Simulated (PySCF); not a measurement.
C₂H₅BF₂O, SMILES FCB(F)CO. Heavy atoms are numbered as in [OH:1][CH2:2][B:3]([F:4])[CH2:5][F:6]. Hydrogens are named by the atom that carries them.

The structure is a stationary point at r2SCAN-D4/def2-SVP. This is a generated structure with no PubChem entry under its InChIKey; it may be hypothetical. One conformer was computed; it need not be the lowest.

These are KT2/pcSseg-1 in PySCF values and carry that method's errors.

GIAO shieldings, no solvent; atoms alike by connectivity are averaged. δ = σ(ref) − σ: ¹⁷O against H2O (σ = 330.4 ppm); ¹³C against TMS (σ = 185.1 ppm); ¹¹B against BF3 (σ = 89.8 ppm); ¹⁹F against CFCl3 (σ = 127.1 ppm); ¹H against TMS (σ = 31.47 ppm), references at their B3LYP-D3(BJ)/def2-TZVP geometries, non-relativistic.

```json
[
 {"nucleus": "¹⁷O", "atoms": "O1 (OH)", "count": "1", "δ (ppm)": "-9.9"},
 {"nucleus": "¹³C", "atoms": "C5 (CH2)", "count": "1", "δ (ppm)": "81.5"},
 {"nucleus": "¹³C", "atoms": "C2 (CH2)", "count": "1", "δ (ppm)": "60.9"},
 {"nucleus": "¹¹B", "atoms": "B3", "count": "1", "δ (ppm)": "48.0"},
 {"nucleus": "¹⁹F", "atoms": "F4", "count": "1", "δ (ppm)": "-74.0"},
 {"nucleus": "¹⁹F", "atoms": "F6", "count": "1", "δ (ppm)": "-334.5"},
 {"nucleus": "¹H", "atoms": "H on C5", "count": "2", "δ (ppm)": "4.87"},
 {"nucleus": "¹H", "atoms": "H on C2", "count": "2", "δ (ppm)": "4.59"},
 {"nucleus": "¹H", "atoms": "H on O1", "count": "1", "δ (ppm)": "0.36"}
]
```
